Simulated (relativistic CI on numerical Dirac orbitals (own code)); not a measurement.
**Cu³⁺ in a cubic cluster: 3p photoemission with charge transfer**

Computed with a charge-transfer multiplet model of a cubic metal-ligand cluster with up to 2 ligand holes, Slater and spin-orbit integrals from Dirac-Coulomb-Breit ions, Slater integrals scaled by 0.8. The ground state mixes d8 with configurations of k ligand holes L, whose averages lie at kΔ + k(k − 1)U_dd/2; a core hole lowers each added d electron by U_cd. 20 K, Lorentzian 0.9 eV and Gaussian 0.8 eV FWHM.

Atomic integrals in eV (Slater integrals scaled, ζ unscaled), ground: F2dd 11.066, F4dd 6.905, zeta_d 0.110; with the core hole: F2dd 11.854, F4dd 7.433, zeta_d 0.118, zeta_core 1.767, F2cd 12.445, G1cd 15.284, G3cd 9.378.

Cluster parameters (eV): U_dd = 8.1, U_cd = 9.9, 10Dq = 1.75, 10Dq(ligand) = 1.3, V(eg) = 1.75, V(t2g) = -0.75, final-state hopping factor = 1.

```
     Case   n_d    d8   d9L  d10L2     S
Δ = -2 eV  8.66  0.38  0.58   0.04  1.00
Δ = -1 eV  8.53  0.49  0.48   0.03  1.00
 Δ = 0 eV  8.41  0.60  0.38   0.02  1.00
 Δ = 1 eV  8.31  0.70  0.29   0.01  1.00
 Δ = 3 eV  8.18  0.83  0.17   0.00  1.00
```

Weights, n_d and S are thermal averages at 20 K. Binding energies count from the first peak over 30 % of the highest in each spectrum, which can be another peak from case to case. The parameters are a model scan and need not match a compound or its usual spin state. Peaks in eV (height, largest 100):
- Δ = -2 eV: 0.0 (100), 2.5 (51), 8.2 (51), 14.5 (29), 16.0 (20), 25.3 (5), 28.5 (5)
- Δ = -1 eV: 0.0 (100), 2.2 (46), 7.9 (55), 9.3 (34), 14.2 (31), 15.7 (29), 20.2 (7), 23.9 (8), 27.1 (8), 29.0 (7)
- Δ = 0 eV: 0.0 (100), 2.0 (46), 7.7 (65), 14.6 (40), 19.0 (9), 22.7 (11), 25.9 (11), 27.8 (9)
- Δ = 1 eV: 0.0 (100), 7.1 (75), 13.9 (55), 17.8 (13), 21.5 (14), 24.8 (14), 26.6 (12)
- Δ = 3 eV: 0.0 (100), 6.1 (84), 12.7 (48), 15.7 (22), 19.6 (18), 22.8 (18), 24.7 (17)

For the case Δ = 0 eV, Δ = 0 eV is smaller than U_dd = 8.1 eV, the charge-transfer side of the Zaanen-Sawatzky-Allen scheme. With the core hole the configuration with one ligand hole lies at Δ − U_cd = -11.9, -10.9, -9.9, -8.9, -6.9 eV from the one without, in the order of the table; where this is negative the screened configuration lies lower.
